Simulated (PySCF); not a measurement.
The halides of magnesium, MgF₂ to MgI₂

Level: PBE0 in the def2-TZVP basis family, computed in PySCF with density fitting; scalar-relativistic core potentials for atoms from Rb on, none lighter, no spin–orbit coupling; open shells unrestricted.

Each entry is the lowest minimum that a search over a few typed start shapes (and spin states, where more than one is plausible) found, or that minimum re-optimised at the stated level; isomers with ligand–ligand bonds, or fragments after loss of a ligand pair, can lie lower.

**Question.** Order by mean bond length to the first atom of the formula (for M2X and M3X the non-metal), shortest first (Å).
A. MgI₂
B. MgCl₂
C. MgBr₂
D. MgF₂

**Answer.** D (1.746), B (2.170), C (2.321), A (2.530).

**Question.** Give point groups and multiplicities.

**Answer.** MgF₂ D∞h singlet, MgCl₂ D∞h singlet, MgBr₂ D∞h singlet, MgI₂ D∞h singlet.

The bond lengthens at every step; the largest change, 0.424 Å, falls between MgF₂ and MgCl₂ among the members listed.

Left out of the table are members whose search was unfinished or whose lowest solution was spin-contaminated, unstable, very soft or bonded differently.
